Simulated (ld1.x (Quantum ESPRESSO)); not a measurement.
# Pseudopotential generation for scandium (Sc): PAW, LDA (PZ), scalar-relativistic.

ld1.x (Quantum ESPRESSO) 7.5 was run on this input:

```
&input
   title='Sc', zed=21., rel=1, dft='PZ', iswitch=3,
   config='[Ar] 3d1 4s2 4p0',
   nld=3, rlderiv=2.85, eminld=-6.0, emaxld=5.0, deld=0.02
 /
 &inputp
   pseudotype=3, lpaw=.true., tm=.true., lloc=-2, rcloc=1.70,
   nlcc=.true., new_core_ps=.true.,
   which_augfun='BESSEL', rmatch_augfun=1.55,
   file_pseudopw='Sc.UPF', file_wfcaegen='ae.wfc', file_wfcncgen='nc.wfc', file_beta='beta', file_chi='chi', file_wfcusgen='us.wfc'
 /
6
3S  1  0   2.00   0.00  1.55  2.00  0.0
4S  2  0   2.00   0.00  1.55  2.00  0.0
3P  2  1   6.00   0.00  2.40  2.60  0.0
4P  3  1   0.00   0.00  2.40  2.60  0.0
3D  3  2   1.00   0.00  1.45  1.95  0.0
3D  3  2   0.00   3.05  1.45  1.95  0.0
 &test
   configts(1)='3s2 3p6 3d1 4s2 4p0'
 /
```

Command:

```bash
ld1.x < Sc.in > Sc.out
```

Output (shortened: banner, matrices, multipoles, cross overlaps and the repeated all-electron block are left out):

```
Program LD1 v.7.5
     --------------------------- All-electron run ----------------------------

     Sc
     scalar relativistic calculation

     atomic number is 21.00
     dft =PZ   lsd =0 sic =0 latt =0  beta=0.20 tr2=1.0E-14
     Exchange-correlation= PZ
                           (   1   1   0   0   0   0   0)
     mesh =1173 r(mesh) = 100.03074 a.u. xmin = -7.00 dx = 0.01250
     1 Ry =  13.60569312 eV, c = 137.03599908

     n l     nl                  e(Ry)          e(Ha)          e(eV)
     1 0     1S 1( 2.00)      -322.3041      -161.1520     -4385.1703
     2 0     2S 1( 2.00)       -34.7621       -17.3810      -472.9618
     2 1     2P 1( 6.00)       -28.5200       -14.2600      -388.0341
     3 0     3S 1( 2.00)        -4.0209        -2.0104       -54.7066
     3 1     3P 1( 6.00)        -2.4667        -1.2333       -33.5610
     3 2     3D 1( 1.00)        -0.2517        -0.1259        -3.4250
     4 0     4S 1( 2.00)        -0.3159        -0.1580        -4.2982
     4 1     4P 1( 0.00)        -0.1120        -0.0560        -1.5235

     final scf error:  8.8E-15 reached in  33 iterations

     Etot =   -1524.634206 Ry,    -762.317103 Ha,  -20743.705129 eV

     Ekin =    1535.302867 Ry,     767.651434 Ha,   20888.859664 eV
     Encl =   -3625.374837 Ry,   -1812.687419 Ha,  -49325.737489 eV
     Eh   =     639.619522 Ry,     319.809761 Ha,    8702.466930 eV
     Exc  =     -74.181758 Ry,     -37.090879 Ha,   -1009.294234 eV

     normalization and overlap integrals

     s(1S/1S) =  1.000000  <r> =   0.0732  <r2> =    0.0072  r(max) =   0.0476
     s(2S/2S) =  1.000000  <r> =   0.3446  <r2> =    0.1405  r(max) =   0.2845
     s(2P/2P) =  1.000000  <r> =   0.3082  <r2> =    0.1174  r(max) =   0.2329
     s(3S/3S) =  1.000000  <r> =   1.0771  <r2> =    1.3405  r(max) =   0.9213
     s(3P/3P) =  1.000000  <r> =   1.1707  <r2> =    1.6194  r(max) =   0.9685
     s(3D/3D) =  1.000000  <r> =   1.8564  <r2> =    4.7308  r(max) =   1.0974
     s(4S/4S) =  1.000000  <r> =   3.6848  <r2> =   15.6367  r(max) =   3.0587
     s(4P/4P) =  1.000000  <r> =   4.9911  <r2> =   29.1306  r(max) =   4.0268

     ------------------------ End of All-electron run ------------------------

     --------------------- Generating PAW atomic setup --------------------

      Generating local potential from pseudized AE potential:
      Matching radius rcloc =   1.7000
      Enforcing V''(0)=0 (lloc=-2)

      Local pseudo, rcloc= 1.700 Estimated cut-off energy=    10.86 Ry

      Computing core charge for nlcc:

       r > 0.56 : true rho core
      Core charge pseudized with two Bessel functions
      Integrated core pseudo-charge :   6.11
      Wfc-us  3S rcutus= 2.025  Estimated cut-off energy=    13.58 Ry
      Wfc-us  4S rcutus= 2.025  Estimated cut-off energy=    28.14 Ry
      Wfc-us  3P rcutus= 2.600  Estimated cut-off energy=    13.04 Ry
      Wfc-us  4P rcutus= 2.600  Estimated cut-off energy=    10.12 Ry
      Wfc-us  3D rcutus= 1.926  Estimated cut-off energy=    30.77 Ry
      Wfc-us  3D rcutus= 1.926  Estimated cut-off energy=    27.09 Ry

     Required augmentation: BESSEL   radius:    1.550000
     Suggested rho cutoff for augmentation:  40.94 Ry

     Estimated PAW energy = -153.063786 Ryd

     ------------------- End of pseudopotential generation -------------------

     Computing logarithmic derivative in   2.85550
     Computing logarithmic derivative in   2.85550
     Computing the partial wave expansion
     R is outside the sphere for l=    0 j= 0.00
     R is outside the sphere for l=    0 j= 0.00
     R is outside the sphere for l=    1 j= 0.00
     R is outside the sphere for l=    1 j= 0.00
     R is outside the sphere for l=    2 j= 0.00
     R is outside the sphere for l=    2 j= 0.00

     ---------------------- Testing the pseudopotential ----------------------

     Sc
     scalar relativistic calculation

     atomic number is 21.00   valence charge is 11.00
     dft = SLA  PZ   NOGX NOGC   lsd =0 sic =0 latt =0  beta=0.20 tr2=1.0E-14
     mesh =1173 r(mesh) = 100.03074 xmin = -7.00 dx = 0.01250

     n l     nl             e AE (Ry)        e PS (Ry)    De AE-PS (Ry)
     1 0     3S   1( 2.00)       -4.02086       -4.02083       -0.00003
     2 1     3P   1( 6.00)       -2.46669       -2.46666       -0.00003
     3 2     3D   1( 1.00)       -0.25173       -0.25172       -0.00002
     2 0     4S   1( 2.00)       -0.31591       -0.31591       -0.00000
     3 1     4P   1( 0.00)       -0.11197       -0.11197       -0.00000

     eps = 3.7E-17  iter =  6

     Etot =   -1524.634206 Ry,    -762.317103 Ha,  -20743.705129 eV
     Etotps =  -153.063782 Ry,     -76.531891 Ha,   -2082.538851 eV

     Ekin =     112.355946 Ry,      56.177973 Ha,    1528.680524 eV
     Encl =    -264.439456 Ry,    -132.219728 Ha,   -3597.882094 eV
     Ehrt =      73.201559 Ry,      36.600779 Ha,     995.957947 eV
     Ecxc =     -74.181831 Ry,     -37.090916 Ha,   -1009.295228 eV
     (Ecc =     -20.868646 Ry,     -10.434323 Ha,    -283.932400 eV)

     ---------------------- End of pseudopotential test ----------------------
```

Generation and configuration tests took about 1.6 s on one core of a shared server CPU.

Transferability test of the new file with ld1.x, input:

```
&input
   title='Sc', zed=21., rel=1, dft='PZ', iswitch=2,
   config='[Ar] 3d1 4s2 4p0'
 /
 &test
   file_pseudo='Sc.UPF', nconf=10,
   configts(1)='3s2 3p6 3d1 4s2 4p0',
   configts(2)='3s2 3p6 3d1 4s1 4p0',
   configts(3)='3s2 3p6 3d1 4s0 4p0',
   configts(4)='3s2 3p6 3d0 4s0 4p0',
   configts(5)='3s2 3p6 3d2 4s0 4p0',
   configts(6)='3s1 3p6 3d1 4s2 4p0',
   configts(7)='3s2 3p6 3d1 4s1 4p1',
   configts(8)='3s2 3p6 3d1 4s1.5 4p0',
   configts(9)='3s2 3p6 3d1 4s2 4p0', lsdts(9)=1,
   configts(10)='3s2 3p6 3d1 4s1 4p0', lsdts(10)=1
 /
```

```bash
ld1.x < Sc.test.in > Sc.test.out
```

Pseudopotential blocks of its output, shortened (energy terms left out; the distinct warnings before each block abridged to one line each):

```
     ---------------------- Testing the pseudopotential ----------------------

     n l     nl             e AE (Ry)        e PS (Ry)    De AE-PS (Ry)
     1 0     3S   1( 2.00)       -4.02086       -4.02083       -0.00003
     2 1     3P   1( 6.00)       -2.46669       -2.46666       -0.00003
     3 2     3D   1( 1.00)       -0.25173       -0.25172       -0.00002
     2 0     4S   1( 2.00)       -0.31591       -0.31591       -0.00000
     3 1     4P   1( 0.00)       -0.11197       -0.11197       -0.00000

     eps = 3.8E-17  iter =  6

     Etot =   -1524.634206 Ry,    -762.317103 Ha,  -20743.705129 eV
     Etotps =  -153.063782 Ry,     -76.531891 Ha,   -2082.538851 eV

     ---------------------- End of pseudopotential test ----------------------

          Warning: n=1, l=0 expected 0 nodes, found 1
     Warning: n=2, l=1 expected 0 nodes, found 1
     Warning: n=3, l=1 expected 1 nodes, found 0
     ---------------------- Testing the pseudopotential ----------------------

     n l     nl             e AE (Ry)        e PS (Ry)    De AE-PS (Ry)
     1 0     3S   1( 2.00)       -4.54140       -4.54155        0.00016
     2 1     3P   1( 6.00)       -2.98653       -2.98647       -0.00006
     3 2     3D   1( 1.00)       -0.75178       -0.75196        0.00018
     2 0     4S   1( 1.00)       -0.73201       -0.73183       -0.00018
     3 1     4P   1( 0.00)       -0.47594       -0.47594        0.00000

     eps = 7.9E-16  iter = 24

     Etot =   -1524.114782 Ry,    -762.057391 Ha,  -20736.638005 eV
     Etotps =  -152.544401 Ry,     -76.272201 Ha,   -2075.472310 eV
     dEtot_ae =       0.519424 Ry
     dEtot_ps =       0.519381 Ry,   Delta E=       0.000043 Ry

     ---------------------- End of pseudopotential test ----------------------
```

The test run then stopped with an error in new_paw_hamiltonian: “negative rho”.
